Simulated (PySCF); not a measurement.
```xyz
21

Si    -3.6252     0.3829    -0.0662
C     -1.7967    -0.0624    -0.0312
C     -0.8398     0.8904     0.2629
C      0.5454     0.5898     0.2979
C      1.5229     1.5713     0.6002
C      2.8589     1.2466     0.6259
C      3.2750    -0.0764     0.3498
C      2.3509    -1.0508     0.0532
C      0.9665    -0.7455     0.0194
C     -0.0123    -1.7246    -0.2825
C     -1.3412    -1.3815    -0.3034
Cl    -2.5238    -2.6008    -0.6765
H     -4.2177     0.1495    -1.4163
H     -3.7211     1.8375     0.2648
H     -4.3966    -0.3994     0.9445
H     -1.1477     1.9180     0.4785
H      1.1955     2.5924     0.8128
H      3.6042     2.0102     0.8599
H      4.3392    -0.3231     0.3731
H      2.6714    -2.0736    -0.1603
H      0.2922    -2.7505    -0.4979
```

Charge 0, multiplicity 1.

Problem. Give the Mulliken and meta-Löwdin atomic charges from PBE-D3(BJ)/def2-TZVP // PBE0-D4/def2-SVP (PySCF).

Solution. 
```tsv
atom	Mulliken (e)	meta-Löwdin (e)
Si1	0.11	0.42
C2	0.10	-0.22
C3	-0.31	-0.10
C4	0.20	0.01
C5	-0.21	-0.12
C6	-0.09	-0.12
C7	-0.08	-0.12
C8	-0.21	-0.12
C9	0.23	0.02
C10	-0.34	-0.13
C11	0.13	0.02
Cl12	-0.10	-0.04
H13	-0.02	-0.07
H14	-0.03	-0.08
H15	-0.02	-0.07
H16	0.10	0.12
H17	0.10	0.12
H18	0.11	0.12
H19	0.11	0.12
H20	0.10	0.12
H21	0.10	0.13
```
